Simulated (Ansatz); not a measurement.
Consider the formal exchange of groups at a Te–B bond: `C[Te]BF` + `O[SiH3]` → `C[Te][SiH2]O` + `BF`.

Gas-phase electronic energies from Ansatz, PBE0-D4/def2-TZVP geometries. CBS: MP2 limit from def2 TZ/QZ plus the TZ coupled-cluster correction, frozen cores. This one scheme is used for every species. Functionals use def2-TZVPP. B3LYP here is the variant with VWN-RPA as its local correlation; programs differ in this. Elements past krypton have def2 core potentials. For Te outer-core shells are correlated without core-valence functions, which leaves a few kJ/mol of doubt a bond. Each species was taken in one conformer, which may not be the lowest.

```json
{"level": "PBE-D4", "ΔE (kcal/mol)": "0.9", "difference from CCSD(T)/CBS": "1.2"}
{"level": "r2SCAN-D4", "ΔE (kcal/mol)": "1.2", "difference from CCSD(T)/CBS": "1.5"}
{"level": "PBE0-D4", "ΔE (kcal/mol)": "-0.1", "difference from CCSD(T)/CBS": "0.2"}
{"level": "B3LYP-D4", "ΔE (kcal/mol)": "-0.4", "difference from CCSD(T)/CBS": "-0.1"}
{"level": "ωB97X-V", "ΔE (kcal/mol)": "-0.4", "difference from CCSD(T)/CBS": "-0.1"}
{"level": "ωB97M-V", "ΔE (kcal/mol)": "-0.4", "difference from CCSD(T)/CBS": "-0.1"}
{"level": "B2PLYP", "ΔE (kcal/mol)": "0.6", "difference from CCSD(T)/CBS": "0.9"}
{"level": "PBE", "ΔE (kcal/mol)": "1.8", "difference from CCSD(T)/CBS": "2.1"}
{"level": "r2SCAN", "ΔE (kcal/mol)": "1.4", "difference from CCSD(T)/CBS": "1.7"}
{"level": "PBE0", "ΔE (kcal/mol)": "0.7", "difference from CCSD(T)/CBS": "1.0"}
{"level": "B3LYP", "ΔE (kcal/mol)": "1.0", "difference from CCSD(T)/CBS": "1.3"}
{"level": "HF/def2-TZVPP", "ΔE (kcal/mol)": "-1.4", "difference from CCSD(T)/CBS": "-1.1"}
{"level": "MP2/def2-TZVPP", "ΔE (kcal/mol)": "0.2", "difference from CCSD(T)/CBS": "0.5"}
{"level": "SCS-MP2/def2-TZVPP", "ΔE (kcal/mol)": "0.2", "difference from CCSD(T)/CBS": "0.5"}
{"level": "CCSD/def2-TZVPP", "ΔE (kcal/mol)": "0.6", "difference from CCSD(T)/CBS": "0.9"}
{"level": "CCSD(T)/def2-TZVPP", "ΔE (kcal/mol)": "1.0", "difference from CCSD(T)/CBS": "1.3"}
{"level": "HF/def2-QZVPP", "ΔE (kcal/mol)": "-1.5", "difference from CCSD(T)/CBS": "-1.2"}
{"level": "MP2/def2-QZVPP", "ΔE (kcal/mol)": "-0.6", "difference from CCSD(T)/CBS": "-0.3"}
{"level": "SCS-MP2/def2-QZVPP", "ΔE (kcal/mol)": "-0.6", "difference from CCSD(T)/CBS": "-0.3"}
{"level": "HF/CBS(def2)", "ΔE (kcal/mol)": "-1.5", "difference from CCSD(T)/CBS": "-1.2"}
{"level": "MP2/CBS(def2)", "ΔE (kcal/mol)": "-1.1", "difference from CCSD(T)/CBS": "-0.8"}
{"level": "CCSD/CBS(def2)", "ΔE (kcal/mol)": "-0.7", "difference from CCSD(T)/CBS": "-0.4"}
{"level": "CCSD(T)/CBS", "ΔE (kcal/mol)": "-0.3", "difference from CCSD(T)/CBS": "0"}
```

Largest T1 diagnostic among the species: 0.013.

The D4 term adds −1.4 kcal/mol with B3LYP and −0.8 kcal/mol with PBE0; it sums over pairs of atoms, weighted by their polarisabilities, and B3LYP, whose exchange is more repulsive, gets the larger term. In def2-TZVPP, CCSD(T) changes the Hartree–Fock value by +2.4 kcal/mol (the triples alone add +0.4 kcal/mol) and MP2 by +1.6 kcal/mol. From PBE to PBE0 (25 % exact exchange), in def2-TZVPP and without D4, ΔE moves by −1.1 kcal/mol.
